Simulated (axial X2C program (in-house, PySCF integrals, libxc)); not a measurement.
**Worked dissociation energy of TaH⁺: CCSD, without spin–orbit coupling**

All values were computed with an in-house all-electron X2C program for linear molecules (integrals from PySCF). Spin-free means the one-electron spin-free X2C Hamiltonian. Basis: Ta dyall-cv3z [13s14p9d7f4g], H dyall-v3z [6s2p1d] (cores contracted in-house); Gaussian nuclei, density fitting, unrestricted open shells. Masses: Ta 180.948 u, H 1.008 u.

Molecular state: M_S = 3/2, Λ = 0 (beyond evenly filled blocks: σα, δ+α, δ-α).

Correlated methods: 5 electrons correlated (number of frozen shells: Ta 5 s, 4 p, 2 d, 1 f; H none), 249 virtual spin orbitals or spinors in MP2, 67 natural virtuals in coupled cluster.

- E(Ta+) (2M_S = 4, M_L = 2): -15600.013036 hartree
- E(H) (2M_S = 1, M_L = 0): -0.500004 hartree
- E(TaH⁺) at Re: -15600.608863 hartree
- ωe: 1932.9 cm⁻¹
- ωexe: 24.4 cm⁻¹

**Question.** Work out De and D0.

**Answer.** De = -15600.013036 + (-0.500004) − (-15600.608863) = 0.09582 hartree = 2.607 eV. The zero-point energy is ωe/2 − ωexe/4 = 960 cm⁻¹ = 0.119 eV, so D0 = 2.488 eV.

Occupations by symmetry block were frozen at the best pattern of an incomplete PBE0 search. De is counted from the lowest determinant-based energies of the atoms at the same level, without counterpoise correction. CCSD ran in a truncated set of natural virtual spinors with an MP2 remainder; without triples it tends to underbind. Other states lie close and PBE0, whose exact exchange favours high spin, may order them wrongly; the determinant shown need not be the ground state. The nearest other spin-free determinant of the search, M_S = 3/2, Λ = 3, lies 0.08 eV up at the distance of the search. The outer-core s and p shells of the metal are frozen in the correlated rows, which leaves out core–valence correlation; for alkali and alkaline-earth bonds that tends to lengthen them. With the outer-core shells frozen, correlated bond lengths of heavy atoms tend to come out a few hundredths of an ångström too long. With spin–orbit coupling the lowest determinant has another configuration, so this spin-free state is a model.

Each atomic determinant is the lowest at this level and need not be a pure term. Totals compare only within one Hamiltonian and basis.
